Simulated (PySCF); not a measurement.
# An excited-state table with gaps

Compound: C4H9GaS.
Bonds: C1–S2, S2–Ga3, Ga3–C4, C4–C5, C5–C6, C4–C6. Hydrogens: H7, H8, H9 on C1; H10 on Ga3; H11 on C4; H12, H13 on C5; H14, H15 on C6.

Computed with TDDFT CAM-B3LYP/def2-SVPD, vertical, gas phase, core orbitals frozen in the response in PySCF 2.14.0, density-fitted response routines. Isolated species at its PBE0-D3(BJ)/def2-SVP geometry (one conformer only). The CAM-B3LYP/def2-SVPD calculation is non-relativistic and has no spin–orbit coupling, an omission that weighs most on gallium. Torsions of this conformer, `[CH3:1][S:2][GaH:3][CH:4]1[CH2:5][CH2:6]1`: C1–S2–Ga3–C4 -177°, S2–Ga3–C4–C5 -31°.

Lowest singlets, with some entries withheld (?).

| state | E (eV) | f | main configurations (H = HOMO, L = LUMO) |
| --- | --- | --- | --- |
| S1 | 5.22 | ? | H→L (94%) |
| S2 | 5.47 | ? | H-1→L (95%) |
| S3 | 5.72 | 0.0024 | H-2→L (94%) |
| S4 | 5.96 | 0.019 | H→L+2 (53%), H→L+1 (28%) |
| S5 | 6.26 | 0.037 | ? |
| S6 | 6.89 | ? | H-3→L (90%) |
| S7 | ? | 0.0081 | ? |
| S8 | ? | 0.129 | H-1→L+1 (54%), H-1→L+2 (27%) |
| S9 | 7.14 | 0.018 | ? |
| S10 | 7.24 | 0.0052 | H→L+4 (60%), H→L+2 (16%) |

Q: Fill in the withheld entries.

A: 
- S1: f = 0.072
- S2: f = 0.0002
- S5: H→L+3 (61%), H→L+1 (18%)
- S6: f = 0.065
- S7: E = 6.94 eV; H→L+1 (41%), H→L+3 (22%), H→L+2 (14%)
- S8: E = 7.07 eV
- S9: H-1→L+3 (64%)

Q: How far apart are S1 and S4, in eV and cm⁻¹?

A: 5.957 − 5.215 = 0.742 eV, or about 5980 cm⁻¹.

Q: What is the vertical ionisation energy by ΔSCF at this level?

A: 8.93 eV; −ε(HOMO) is 8.17 eV.

Q: What is the mean static polarisability from the same response equations?

A: 96.9 au (14.36 Å³), with principal values 76.9, 94.6 and 119.2 au.
